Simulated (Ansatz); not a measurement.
Spectroscopic constants of AgF, closed-shell singlet (the spin of the measured ground state). No spin–orbit coupling.

D_e counts from the fitted minimum to each atom's lowest state at the same level, without counterpoise. The singlet is restricted.

Correlated levels freeze the inner cores; with def2 sets outer-core shells near the valence are correlated too. CBS: X⁻³ extrapolation of the correlation energy, Hartree–Fock from the larger set.

Programs: Ansatz (Gaussian basis) for Hartree–Fock, density functionals and correlated methods. Values without a source in brackets are computed. In def2 rows elements past Kr take small-core potentials, without spin–orbit coupling.

Predict the bond energy D_e from CCSD/def2-QZVPP.

75.2 kcal/mol

Predict the bond energy D_e from BHLYP/def2-TZVPP.

66.5 kcal/mol

Predict the bond energy D_e from CCSD(T)/CBS(def2-TZVPP, def2-QZVPP).

79.6 kcal/mol

Ansatz is a program for electronic structure.
